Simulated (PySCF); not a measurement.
A calculated (M06-L, PySCF 2.14, aug-cc-pCVTZ-DK with one added diffuse shell each of s, p, d, f type, the spin-free X2C one-electron Hamiltonian (Gaussian nucleus)) atom or ion has these occupied shells.

```
shell  electrons  orbital energy (eV)  rms radius, mean of both spins (bohr)
 1s α          1              -120.21                                  0.483
 1s β          1              -119.99                                  0.483
 2s α          1              -14.471                                   2.45
```

(1) Name the element and its charge.

Answers

(1) Be⁺ (beryllium, charge +1), in [He] 2s1, 2S determinant.
